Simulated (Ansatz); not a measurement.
CsF, charge +1, doublet, geometry from GFN2-xTB (such geometries of metal compounds can be far from the true shape) (a state made from the parent by changing its charge; the spin is typed, not shown lowest) (core potentials on Cs); B3LYP/def2-SVP in Ansatz (a first-principles code).

The Ansatz input:
Ansatz 0.2 input:
```yaml
crystal:
  periodic: [false, false, false]
  atoms:
    - {symbol: Cs, position_ang: [-0.00000000, -0.00000000, -0.51352531]}
    - {symbol: F, position_ang: [0.00000000, 0.00000000, 3.13821024]}
basis:
  gaussian:
    orbitals: def2-SVP
hamiltonian:
  xc: b3lyp
total_charge: 1
magnetization: {spin_polarized: true, initial_magnetization: 1}
```

Question: What does Ansatz print? Leave out banner, timings and long lists.

Answer: 
```
Functional definition: B3LYP
350 factors; integrals over basis functions are off by at most 8.7e-4 eV
mean field evaluation 1: about -3220.4629 eV, gradient 8.1e1 eV
mean field evaluation 2: about -2895.7079 eV, gradient 1.4e2 eV
mean field evaluation 4: about -3061.6448 eV, gradient 1.6e2 eV
mean field evaluation 8: about -3255.3532 eV, gradient 1.1e1 eV
mean field evaluation 16: about -3255.8006 eV, gradient 4.3e-5 eV
mean field -3255.80063298 eV, -119.6484664011 hartree, gradient 6.5e-6 eV, S^2 0.751138; 1 other end points of the search recorded, 0 dependent functions left out
reference -3255.80092249 eV, -119.6484770405 hartree; 9, 8 occupied and 29, 30 virtual orbitals, 350 factors
Total energy: -3255.80092249 eV, -119.6484770405 hartree
```
